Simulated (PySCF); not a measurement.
## Electron correlation in Sb(2+) (antimony, charge +2)

[Kr] 4d10 5s2 5p1, 2P determinant. Computed with PySCF 2.14 in aug-cc-pwCVTZ-PP with ECP28MDF (8s7p6d4f1g, 96 functions), with scalar relativity through the core potential. Frozen: 4s2 4p6 4d10; 3 electrons correlated.

```
  level  correlation energy (mhartree)
   CCSD                         -47.15
    (T)                          -0.65
CCSD(T)                         -47.80
```

Diagnostics: T1 = 0.0088, D1 = 0.0201, largest double amplitude 0.094.

Cost of the coupled-cluster step: about 17 core-seconds, for 3 correlated electrons.

Iterations:

```
CC2 = 0
CCSD nocc = (np.int64(2), np.int64(1)), nmo = (87, 87)
frozen orbitals [[0, 1, 2, 3, 4, 5, 6, 7, 8], [0, 1, 2, 3, 4, 5, 6, 7, 8]]
max_cycle = 100
direct = 0
conv_tol = 1e-08
conv_tol_normt = 1e-06
diis_space = 8
diis_start_cycle = 0
Init t2, MP2 energy = -0.0356894113787471
Init E_corr(UCCSD) = -0.0356894113789079
cycle = 1  E_corr(UCCSD) = -0.0432082994351261  dE = -0.00751888806  norm(t1,t2) = 0.0418568
cycle = 2  E_corr(UCCSD) = -0.0456291358495145  dE = -0.00242083641  norm(t1,t2) = 0.0166182
cycle = 3  E_corr(UCCSD) = -0.0471605788905061  dE = -0.00153144304  norm(t1,t2) = 0.00719351
cycle = 4  E_corr(UCCSD) = -0.0471454187667286  dE = 1.51601238e-05  norm(t1,t2) = 0.00076399
cycle = 5  E_corr(UCCSD) = -0.0471519477800713  dE = -6.52901334e-06  norm(t1,t2) = 9.27482e-05
cycle = 6  E_corr(UCCSD) = -0.047150756724513  dE = 1.19105556e-06  norm(t1,t2) = 1.1764e-05
cycle = 7  E_corr(UCCSD) = -0.0471509860259167  dE = -2.29301404e-07  norm(t1,t2) = 2.53011e-06
cycle = 8  E_corr(UCCSD) = -0.0471509977979993  dE = -1.17720825e-08  norm(t1,t2) = 6.06204e-07
cycle = 9  E_corr(UCCSD) = -0.0471509783227902  dE = 1.9475209e-08  norm(t1,t2) = 1.23607e-07
cycle = 10  E_corr(UCCSD) = -0.0471509836320422  dE = -5.30925196e-09  norm(t1,t2) = 2.72648e-08
UCCSD converged
E(UCCSD) = -238.4219284783802  E_corr = -0.04715098363204216
UCCSD(T) correction = -0.00064546481610702
```
